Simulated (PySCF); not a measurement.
Working out the ionisation energy of P⁺

P⁺ [Ne] 3s2 3p2 (3P) → P²⁺ [Ne] 3s2 3p1 (2P). Computed with PySCF 2.14 in aug-cc-pCVTZ-DK (8s7p5d3f, 75 functions), with scalar relativity by spin-free X2C-1e. Frozen: 1s2. Energies in hartree (1 hartree = 27.21139 eV):

```json
{"part": "UHF", "P⁺ (lower)": "-341.167976", "P²⁺ (upper)": "-340.464188"}
{"part": "CCSD correlation", "P⁺ (lower)": "-0.373825", "P²⁺ (upper)": "-0.355155"}
{"part": "(T)", "P⁺ (lower)": "-0.004914", "P²⁺ (upper)": "-0.003743"}
```

Task: What does Hartree-Fock give?

Result: (-340.464188) − (-341.167976) = 0.703788 hartree = 19.151 eV.

Task: What do CCSD and CCSD(T) give?

Result: The CCSD correlation energies differ by 0.018670 hartree = 0.508 eV and the triples by 0.001171 hartree = 0.032 eV, so CCSD gives 19.659 eV and CCSD(T) 19.691 eV.

A first-order spin-orbit estimate adds -0.007 eV to CCSD(T) (valence and next inner shell), giving 19.684 eV against 19.769 eV (semi-empirical (NIST evaluation); NIST Atomic Spectra Database, ionization energies).

What remains against the reference includes basis incompleteness, the frozen core and higher excitations.
